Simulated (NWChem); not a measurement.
Molecule: AgH2OI; SMILES [OH2]->[Ag][I]

```xyz
5

Ag    -0.0231    -0.9506     0.5962
I     -0.0203     1.2235    -0.7686
O      0.0487    -2.8543     1.7828
H      0.3941    -2.7990     2.6820
H      0.5033    -3.6007     1.3742
```
Atoms are numbered in this order, from 1.

Level: PBE0/def2-SVP with def2 effective core potentials on Ag, I (NWChem), optimised geometry, unscaled harmonic frequencies. def2 effective core potentials on Ag, I; no spin-orbit coupling.

```json
[
 {"frequency (cm⁻¹)": "64", "IR intensity (km/mol)": "5.7"},
 {"frequency (cm⁻¹)": "67", "IR intensity (km/mol)": "0.7"},
 {"frequency (cm⁻¹)": "192", "IR intensity (km/mol)": "5.1"},
 {"frequency (cm⁻¹)": "310", "IR intensity (km/mol)": "9.0"},
 {"frequency (cm⁻¹)": "340", "IR intensity (km/mol)": "271.5"},
 {"frequency (cm⁻¹)": "504", "IR intensity (km/mol)": "20.0"},
 {"frequency (cm⁻¹)": "1620", "IR intensity (km/mol)": "66.5"},
 {"frequency (cm⁻¹)": "3853", "IR intensity (km/mol)": "93.6"},
 {"frequency (cm⁻¹)": "3948", "IR intensity (km/mol)": "147.7"}
]
```

- zero-point energy: 15.6 kcal/mol
- thermal correction to the enthalpy at 298.15 K (with zero-point energy): 19.9 kcal/mol
- heat capacity Cv: 16.3 cal/(mol K)
- entropy at 298.15 K and 1 atm (symmetry number 1): 81.2 cal/(mol K)

Rigid rotor and harmonic oscillator; modes under 100 cm⁻¹ make the entropy uncertain.
